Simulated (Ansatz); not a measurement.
Problem. Name a neutral molecule of B, C, O and H with zero-point energy (PBE0-D4/def2-TZVP) between 165 and 181 kJ/mol and LUMO energy (ωB97M-V/def2-TZVPP) between 1.00 and 1.30 eV (Ansatz, PBE0-D4/def2-TZVP geometry).

Solution. `BC(C)=O` (176.4 kJ/mol, 1.01 eV); `BOC=C` (180.0 kJ/mol, 1.07 eV). Other molecules can fit too; these were computed, each in one conformer that needn't be the lowest.
